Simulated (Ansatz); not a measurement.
The cluster Hg₃S₂⁺. The state is a doublet with charge 1. Geometry PBE-D4/def2-SVP.

Cartesian coordinates in Å:
```
Hg -1.8529 -0.0019 -0.0897
Hg 1.9817 -2.1726 -2.1941
Hg 0.8304 1.1228 1.2221
S -1.5557 1.7057 1.7205
S 0.5965 -0.6539 -0.6588
```

In the def2 sets Hg takes a core potential; there is no spin–orbit coupling. HSE06 is defined as in plane-wave codes, on full-range PBE exchange. Another isomer (doublet) lies 1.53 eV lower at PBE0-D4/def2-TZVP; other spin states weren't run for this one.

(1) Estimate the α-spin orbital energies around the gap (eV) in Ansatz with PBE-D4/def2-SVP, r2SCAN-D4/def2-TZVP, r2SCAN0-D4/def2-TZVP, HSE06-D4/def2-TZVP, ωB97M-V/def2-TZVP.

Results:

(1) 
| orbital | PBE-D4/def2-SVP | r2SCAN-D4/def2-TZVP | r2SCAN0-D4/def2-TZVP | HSE06-D4/def2-TZVP | ωB97M-V/def2-TZVP |
| --- | --- | --- | --- | --- | --- |
| HOMO−13 | -15.86 | -16.20 | -18.00 | -17.24 | -20.27 |
| HOMO−12 | -15.80 | -16.14 | -17.94 | -17.17 | -20.20 |
| HOMO−11 | -15.42 | -15.75 | -17.42 | -16.72 | -19.60 |
| HOMO−10 | -15.35 | -15.70 | -17.39 | -16.71 | -19.57 |
| HOMO−9 | -15.31 | -15.67 | -17.37 | -16.69 | -19.55 |
| HOMO−8 | -15.11 | -15.48 | -17.21 | -16.52 | -19.40 |
| HOMO−7 | -15.11 | -15.48 | -17.21 | -16.52 | -19.40 |
| HOMO−6 | -13.80 | -13.98 | -15.08 | -14.47 | -16.96 |
| HOMO−5 | -13.01 | -13.09 | -13.97 | -13.41 | -15.74 |
| HOMO−4 | -11.95 | -12.09 | -12.97 | -12.38 | -14.64 |
| HOMO−3 | -11.30 | -11.46 | -12.25 | -11.72 | -13.88 |
| HOMO−2 | -10.63 | -10.87 | -11.90 | -11.35 | -13.83 |
| HOMO−1 | -10.13 | -10.37 | -11.41 | -10.85 | -13.27 |
| HOMO | -10.04 | -10.22 | -10.90 | -10.31 | -12.22 |
| LUMO | -9.05 | -9.06 | -8.39 | -8.73 | -6.57 |
| LUMO+1 | -8.60 | -8.53 | -7.75 | -8.14 | -5.78 |
| LUMO+2 | -4.96 | -4.96 | -4.34 | -4.86 | -3.01 |
| LUMO+3 | -4.73 | -4.70 | -4.12 | -4.69 | -2.94 |
| LUMO+4 | -4.49 | -4.46 | -3.85 | -4.39 | -2.72 |
| LUMO+5 | -4.43 | -4.33 | -3.76 | -4.34 | -2.63 |
| β HOMO | -9.97 | -10.20 | -11.24 | -10.69 | -13.12 |
| β LUMO | -9.52 | -9.31 | -8.51 | -8.99 | -6.92 |
